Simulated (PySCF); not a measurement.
How methods differ on the ionisation energy of Ne⁺

Ne⁺ [He] 2s2 2p5 (2P) → Ne²⁺ [He] 2s2 2p4 (3P), as a difference of total energies. Calculation: PySCF 2.14, in x2c-QZVPPall (7s4p3d2f1g, 57 functions); scalar relativity by spin-free X2C-1e. Correlated levels: valence: 1s2 frozen; valence and next inner shell: nothing frozen. The calculations carry no spin-orbit coupling.

```tsv
method	ionisation energy (eV)
UHF	39.259
LDA	41.424
PBE	41.124
PBE0	40.990
r2SCAN	41.118
M06	41.182
wB97X	40.921
HSE06	41.011
TPSSh	40.887
ROHF	39.311
MP2 (valence)	40.852
SCS-MP2 (valence)	40.861
MP2 (valence and next inner shell)	40.868
SCS-MP2 (valence and next inner shell)	40.868
```

**Question.** How much does correlation contribute at MP2 (valence and next inner shell)?

**Answer.** 40.868 − (39.259) = 1.609 eV, measured against UHF.

Errors of the correlated levels include the incompleteness of this basis and the frozen core.

For comparison: 40.963 eV (measured; NIST Atomic Spectra Database, ionization energies).
